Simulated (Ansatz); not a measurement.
`B[CH2][AlH][GeH3]` + H₂ → `[CH3][AlH][GeH3]` + BH₃  (hydrogenolysis of a C–B bond)

Gas-phase electronic energies from Ansatz, PBE0-D4/def2-TZVP geometries. CCSD(T)/CBS is the MP2 limit (def2-TZVPP, def2-QZVPP) plus CCSD(T) − MP2 in def2-TZVPP, frozen cores. This one scheme is used for every species. Functionals use def2-TZVPP. B3LYP here is the variant with VWN-RPA as its local correlation; programs differ in this. For Ge outer-core shells are correlated without core-valence functions, which leaves a few kJ/mol of doubt a bond. Scalar relativity is left out up to krypton. Each species was taken in one conformer, which may not be the lowest.

| level | ΔE (kJ/mol) |
| --- | --- |
| PBE-D4 | 41.2 |
| PBE0-D4 | 33.7 |
| ωB97M-V | 29.1 |
| B3LYP | 18.1 |
| HF/def2-TZVPP | -9.3 |
| MP2/def2-TZVPP | 31.6 |
| CCSD/def2-TZVPP | 19.7 |
| MP2/def2-QZVPP | 32.8 |

What does CCSD(T)/CBS give? (Estimate.)

Ansatz gave: +28.6 kJ/mol. The listed levels differ from it by 12.6, 5.1, 0.5, -10.5, -37.9, 3.0, -8.9, 4.2 kJ/mol.

Largest T1 diagnostic among the species: 0.012.

The D4 term adds +8.9 kJ/mol with B3LYP and +4.9 kJ/mol with PBE0; it sums over pairs of atoms, weighted by their polarisabilities, and B3LYP, whose exchange is more repulsive, gets the larger term. From PBE to PBE0 (25 % exact exchange), in def2-TZVPP and without D4, ΔE moves by −6.9 kJ/mol. In def2-TZVPP, CCSD(T) changes the Hartree–Fock value by +35.8 kJ/mol (the triples alone add +6.9 kJ/mol) and MP2 by +40.9 kJ/mol.
